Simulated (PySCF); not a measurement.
Here is a computed GFN2-xTB geometry (Å):
```
atom  x, y, z in Å
C1     1.4790   -0.1596    0.7554
C2     0.6298    0.1548   -0.4696
C3    -0.3956    1.2502   -0.1636
S4    -1.6397   -0.0493    0.1908
O5    -1.7062   -0.3884    1.5783
O6    -2.8651    0.1134   -0.5336
C7    -0.3459   -0.9964   -0.7561
F8     0.0279   -2.2142   -0.3041
H9     0.8344   -0.3916    1.5999
H10    2.1200   -1.0170    0.5645
H11    2.1049    0.6933    1.0059
H12    1.2669    0.3869   -1.3274
H13   -0.1420    1.9017    0.6643
H14   -0.7148    1.8198   -1.0292
H15   -0.6580   -1.0955   -1.7974
```

Charge 0, singlet.

Question: Which heavy atoms are bonded, and with what formal order?

Answer: C1–C2 1.52 Å (single); C2–C3 1.53 Å (single); C3–S4 1.83 Å (single); S4–O5 1.43 Å (double); S4–O6 1.43 Å (double); S4–C7 1.86 Å (single); C7–F8 1.35 Å (single); C2–C7 1.54 Å (single). Bonds to hydrogen (Å): C1–H9 1.09; C1–H10 1.09; C1–H11 1.09; C2–H12 1.09; C3–H13 1.08; C3–H14 1.08; C7–H15 1.09. The orders are those of one drawing; other resonance forms can be drawn.

Question: Which species is it?

Answer: `C[C@@H]1CS(=O)(=O)[C@@H]1F`, C4H7FO2S. Among its features: sulfone and C–F bond.

Question: Name the point group.

Answer: C1 (no symmetry element, even within 0.4 Å).

Question: Which rings does it hold (smallest set)?

Answer: C2–C3–S4–C7 (4 members, 0.14 Å rms from planarity).

Question: Classify the heavy atoms.

Answer: C1: methyl carbon; C2: four-membered-ring carbon; C3: sp3 carbon bound to sulfur; S4: sulfonyl sulfur; O5: sulfonyl oxygen; O6: sulfonyl oxygen; C7: sp3 C–F carbon; F8: alkyl fluorine.

Question: What is the arrangement about C2?

Answer: It has 4 neighbours (C1, C3, C7, H12) and is distorted tetrahedral (angles from 98.5° to 113.3°).

Question: What is the arrangement about C7?

Answer: It has 4 neighbours (S4, F8, C2, H15) and has angles from 88.0° to 118.7°.
